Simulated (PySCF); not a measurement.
A side-by-side comparison of computed properties.

First species: C3H12AsGa.
SMILES: `CCC[AsH2+][GaH3-]`

Second species: sodium potassium, KNa.
SMILES: `[Na][K]`

Levels: CAM-B3LYP/def2-SVPD for dipole moment, HOMO energy, LUMO energy, HOMO–LUMO gap, static isotropic polarisability and electronic spatial extent ⟨r²⟩ about the centre of nuclear charge; TDDFT CAM-B3LYP/def2-SVPD for lowest singlet excitation; TDA CAM-B3LYP/def2-SVPD for lowest triplet excitation (Tamm–Dancoff); ΔSCF CAM-B3LYP/def2-SVPD for vertical ionisation energy; PBE0-D3(BJ)/def2-SVP for smallest rotational constant. Geometries: PBE0-D3(BJ)/def2-SVP. Each structure is a single optimised conformer of the isolated species, non-relativistic unless stated. Electronic properties by PySCF.

Dipoles, sizes and rotational constants follow the conformer. The torsions of the flexible species, by atom-mapped SMILES:
- `[CH3:1][CH2:2][CH2:3][AsH2+:4][GaH3-:5]`: C1–C2–C3–As4 180°, C2–C3–As4–Ga5 -178°

(1) Which of the two has the higher HOMO energy, and by how much?

(2) Which has the higher S1 energy?

(3) Which has the higher static isotropic polarisability?

(4) Which has the higher LUMO energy?

(5) Which has the higher HOMO–LUMO gap?

(6) Which has the higher T1 energy?

(7) Which has the higher ⟨r²⟩?

(8) Which of the two has the higher vertical ionisation energy, and by how much?

Results:

(1) The second: -3.90 eV against -9.06 eV, a difference of 5.16 eV.

(2) The first: 6.68 eV against 1.76 eV, a difference of 4.92 eV.

(3) The second: 333.8 au against 108.1 au, a difference of 225.7 au.

(4) The first: 0.48 eV against -0.79 eV, a difference of 1.27 eV.

(5) The first: 9.54 eV against 3.11 eV, a difference of 6.43 eV.

(6) The first: 6.09 eV against 0.79 eV, a difference of 5.30 eV.

(7) The first: 1876 bohr² against 381 bohr², a difference of 1495 bohr².

(8) The first: 9.96 eV against 4.52 eV, a difference of 5.44 eV.

On the first: The principal polarisabilities are 91.1, 99.2 and 133.9 au; their mean is the isotropic value. The dipole equals about 16.3 × 10⁻³⁰ C·m (1 D = 3.33564 × 10⁻³⁰ C·m). The calculation is non-relativistic and has no spin–orbit coupling, an omission that weighs most on arsenic and gallium.

On the second: S1 lies 1.35 eV below the HOMO–LUMO gap; its leading configuration is HOMO→LUMO, weight 1.00. The principal polarisabilities are 265.4, 265.4 and 470.6 au; their mean is the isotropic value.
